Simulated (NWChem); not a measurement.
System: SiH$_{4}$S$_{3}$O; SMILES O[Si](S)(S)S

The following NWChem deck was run.

```
start job
memory heap 200 mb stack 900 mb global 1100 mb
geometry units angstroms noautosym nocenter noautoz
  O     -0.334238    -0.108365     1.891877
  Si    -0.058361    -0.003625     0.262326
  S     -0.859368    -1.794623    -0.566859
  S     -0.940674     1.842395    -0.368346
  S      1.986883     0.090568    -0.346791
  H     -0.052829     0.644874     2.423036
  H     -1.922020    -1.803725     0.269851
  H     -0.451921     1.767956    -1.625842
  H      2.226131    -1.219096    -0.106416
end
basis spherical
  * library 6-311g**
end
dft
  xc b3lyp
  iterations 150
end
property
  shielding
  efieldgrad
end
task dft property
```

Excerpt of the output:

```
             Northwest Computational Chemistry Package (NWChem) 7.3.0
             --------------------------------------------------------

                             Geometry "geometry" -> ""
                             -------------------------

 Output coordinates in angstroms (scale by  1.889725989 to convert to a.u.)

  No.       Tag          Charge          X              Y              Z
 ---- ---------------- ---------- -------------- -------------- --------------
    1 O                    8.0000    -0.33423800    -0.10836500     1.89187700
    2 Si                  14.0000    -0.05836100    -0.00362500     0.26232600
    3 S                   16.0000    -0.85936800    -1.79462300    -0.56685900
    4 S                   16.0000    -0.94067400     1.84239500    -0.36834600
    5 S                   16.0000     1.98688300     0.09056800    -0.34679100
    6 H                    1.0000    -0.05282900     0.64487400     2.42303600
    7 H                    1.0000    -1.92202000    -1.80372500     0.26985100
    8 H                    1.0000    -0.45192100     1.76795600    -1.62584200
    9 H                    1.0000     2.22613100    -1.21909600    -0.10641600

 Effective nuclear repulsion energy (a.u.)     444.7753849492

                              NWChem Property Module
                              ----------------------

  itol2e modified to match energy
  convergence criterion.

                                 NWChem DFT Module
                                 -----------------

 Summary of "ao basis" -> "ao basis" (spherical)
 ------------------------------------------------------------------------------
       Tag                 Description            Shells   Functions and Types
 ---------------- ------------------------------  ------  ---------------------
 O                          6-311g**                 8       18   4s3p1d
 Si                         6-311g**                12       26   6s5p1d
 S                          6-311g**                12       26   6s5p1d
 H                          6-311g**                 4        6   3s1p

  itol2e modified to match energy
  convergence criterion.

            General Information
            -------------------
          SCF calculation type: DFT
          Wavefunction type:  closed shell.
          No. of atoms     :     9
          No. of electrons :    74
           Alpha electrons :    37
            Beta electrons :    37
          Charge           :     0
          Spin multiplicity:     1
          Use of symmetry is: off; symmetry adaption is: off
          Maximum number of iterations: 150
          AO basis - number of functions:   146
                     number of shells:    72
          Convergence on energy requested:  1.00D-07
          Convergence on density requested:  1.00D-05
          Convergence on gradient requested:  5.00D-04

              XC Information
              --------------
                         B3LYP Method XC Potential
                     Hartree-Fock (Exact) Exchange  0.200
                        Slater Exchange Functional  0.800 local
                    Becke 1988 Exchange Functional  0.720 non-local
              Lee-Yang-Parr Correlation Functional  0.810
                  VWN I RPA Correlation Functional  0.190 local

             Grid Information
             ----------------
          Grid used for XC integration:  fine
          Radial quadrature: Mura-Knowles
          Angular quadrature: Lebedev.
          Tag              B.-S. Rad. Rad. Pts. Rad. Cut. Ang. Pts.
          ---              ---------- --------- --------- ---------
          O                   0.60       70          11.0       590
          Si                  1.10      123          10.0       770
          S                   1.00      123          12.0       770
          H                   0.35       60          13.0       590
          Grid pruning is: on
          Number of quadrature shells:   802
          Spatial weights used:  Erf1

[...]

          -----------------------------------------
          Chemical Shielding Tensors (GIAO, in ppm)
          -----------------------------------------

                                NWChem CPHF Module
                                ------------------

  scftype          =     RHF
  nclosed          =       37
  nopen            =        0
  variables        =     4033
  # of vectors     =        3
  tolerance        = 0.10D-03
  level shift      = 0.00D+00
  max iterations   =       50
  max subspace     =       30

 SCF residual:    4.7841046918933216E-004

Iterative solution of linear equations
  No. of variables     4033
  No. of equations        3
  Maximum subspace       30
        Iterations       50
       Convergence  1.0D-04

   iter   nsub   residual    time
   ----  ------  --------  ---------
     1      3    3.17D-01      78.1
     2      6    1.46D-02      85.2
     3      9    8.66D-04      92.2
     4     12    4.34D-05      99.2

      Atom:    1  O
        Diamagnetic
    376.1801      4.7264     -0.8114
      4.7264    386.3865      6.7684
     -0.8114      6.7684    412.3549

        Paramagnetic
   -142.3024     -0.9797     -5.2145
     -0.9797   -155.6907     -0.6398
     -5.2145     -0.6398   -155.1563

        Total Shielding Tensor
    233.8777      3.7467     -6.0259
      3.7467    230.6958      6.1286
     -6.0259      6.1286    257.1987

           isotropic =     240.5907
          anisotropy =      28.4896

          Principal Components and Axis System
                 1           2           3
              259.5838    236.2666    225.9217

      1        -0.1998      0.7995     -0.5665
      2         0.1785      0.5982      0.7812
      3         0.9634      0.0550     -0.2622

      Atom:    2  Si
        Diamagnetic
    879.9560      0.1919     -1.4506
      0.1919    881.7885     -0.0316
     -1.4506     -0.0316    878.6900

        Paramagnetic
   -568.4947     15.7751     56.8074
     15.7751   -596.2596     -6.3381
     56.8074     -6.3381   -551.6242

        Total Shielding Tensor
    311.4614     15.9670     55.3568
     15.9670    285.5289     -6.3697
     55.3568     -6.3697    327.0659

           isotropic =     308.0187
          anisotropy =     101.2723

          Principal Components and Axis System
                 1           2           3
              375.5336    293.7910    254.7315

      1         0.6616      0.3143      0.6808
      2         0.0645      0.8807     -0.4693
      3         0.7471     -0.3544     -0.5624

      Atom:    3  S
        Diamagnetic
   1056.7919      4.5523     -0.5429
      4.5523   1060.3120      3.5988
     -0.5429      3.5988   1054.0525

        Paramagnetic
   -395.1970    125.8741     20.7282
    125.8741   -403.5122    -61.3772
     20.7282    -61.3772   -542.6362

        Total Shielding Tensor
    661.5948    130.4264     20.1853
    130.4264    656.7998    -57.7784
     20.1853    -57.7784    511.4163

           isotropic =     609.9370
          anisotropy =     273.3526

          Principal Components and Axis System
                 1           2           3
              792.1720    574.8113    462.8275

      1         0.6959     -0.5922     -0.4062
      2         0.7116      0.4927      0.5008
      3        -0.0964     -0.6376      0.7643

      Atom:    4  S
        Diamagnetic
   1054.5329     -4.5493     -0.0275
     -4.5493   1060.7138     -2.9919
     -0.0275     -2.9919   1056.3764

        Paramagnetic
   -509.4113     -1.9600     29.5376
     -1.9600   -433.6754   -105.8234
     29.5376   -105.8234   -387.5507

        Total Shielding Tensor
    545.1216     -6.5093     29.5101
     -6.5093    627.0384   -108.8153
     29.5101   -108.8153    668.8257

           isotropic =     613.6619
          anisotropy =     222.6305

          Principal Components and Axis System
                 1           2           3
              762.0822    553.3234    525.5800

      1         0.1235      0.7579     -0.6406
      2        -0.6262      0.5603      0.5421
      3         0.7698      0.3342      0.5438

      Atom:    5  S
        Diamagnetic
   1063.2405     -0.8221     -2.6772
     -0.8221   1056.1597     -0.8983
     -2.6772     -0.8983   1051.8617

        Paramagnetic
   -344.6558   -108.0451      9.5388
   -108.0451   -520.5643     25.5760
      9.5388     25.5760   -521.1584

        Total Shielding Tensor
    718.5847   -108.8672      6.8616
   -108.8672    535.5954     24.6777
      6.8616     24.6777    530.7033

           isotropic =     594.9612
          anisotropy =     261.6186

          Principal Components and Axis System
                 1           2           3
              769.3735    541.8352    473.6747

      1         0.9057      0.1865      0.3808
      2        -0.4236      0.3604      0.8310
      3        -0.0178      0.9140     -0.4054

      Atom:    6  H
        Diamagnetic
     21.3464      4.1251      3.2458
      4.1251     32.3631     10.6161
      3.2458     10.6161     37.7223

        Paramagnetic
      2.0017     -1.5167     -1.1131
     -1.5167     -1.3281     -2.9986
     -1.1131     -2.9986     -2.1230

        Total Shielding Tensor
     23.3481      2.6084      2.1327
      2.6084     31.0349      7.6175
      2.1327      7.6175     35.5993

           isotropic =      29.9941
          anisotropy =      17.7805

          Principal Components and Axis System
                 1           2           3
               41.8478     25.5942     22.5403

      1         0.1743      0.2690      0.9472
      2         0.5949      0.7378     -0.3190
      3         0.7847     -0.6191      0.0314

      Atom:    7  H
        Diamagnetic
     36.6488      4.5864     -9.3014
      4.5864     25.4613      0.7731
     -9.3014      0.7731     28.1901

        Paramagnetic
     -1.2039      0.1972      3.2498
      0.1972      1.7381     -0.9085
      3.2498     -0.9085     -0.5757

[...]
```

Level: B3LYP/6-311G** (spherical d), GIAO. The geometry was optimised at PBE0/def2-SVP. NWChem prints the field gradient with the sign opposite to the second derivative of the potential. The printed shielding anisotropy is the first printed principal value minus the mean of the other two.
